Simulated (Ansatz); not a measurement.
Reaction (formal exchange of groups at a Ge–C bond): `N=[C](Cl)[GeH3]` + `C#CCO` → `O[CH2][GeH3]` + `C#CC(=N)Cl`

Isolated molecules relaxed with PBE0-D4/def2-TZVP in Ansatz; ΔE leaves out vibrations. CBS: MP2 limit from def2 TZ/QZ plus the TZ coupled-cluster correction, frozen cores. This one scheme is used for every species. For Ge outer-core shells are correlated without core-valence functions, which leaves a few kJ/mol of doubt a bond. Scalar relativity is left out up to krypton. Each species was taken in one conformer, which may not be the lowest.

| species | CCSD(T)/def2-TZVPP energy (Eh) |
| --- | --- |
| `N=[C](Cl)[GeH3]` | -2630.41204 |
| `C#CCO` | -191.55685 |
| `O[CH2][GeH3]` | -2192.35130 |
| `C#CC(=N)Cl` | -629.61406 |

(1) Work out ΔE.

(2) What do rigid-rotor, harmonic-oscillator terms from PBE0-D4/def2-TZVP frequencies (298.15 K, 1 bar) make of the CCSD(T)/CBS value? (Estimate.)

Largest T1 diagnostic among the species: 0.014.

Results:

(1) ΔE = (-2192.35130) + (-629.61406) − (-2630.41204) − (-191.55685) = 0.00353 Eh = +2.2 kcal/mol. CCSD(T)/CBS gives +2.4 kcal/mol.

(2) Computed: ΔZPE = -0.3 kcal/mol, ΔH = +2.1 kcal/mol, ΔS = -1 J/(mol·K), ΔG = +2.1 kcal/mol.

From r2SCAN to r2SCAN0 (25 % exact exchange), in def2-TZVPP and without D4, ΔE moves by +0.9 kcal/mol. Leaving LDA and LC-ωPBE aside and taking each functional with its dispersion term where it has one, the values, not all of them listed here, spread over 2.5 kcal/mol, from revPBE-D4 to ωB97X-V.
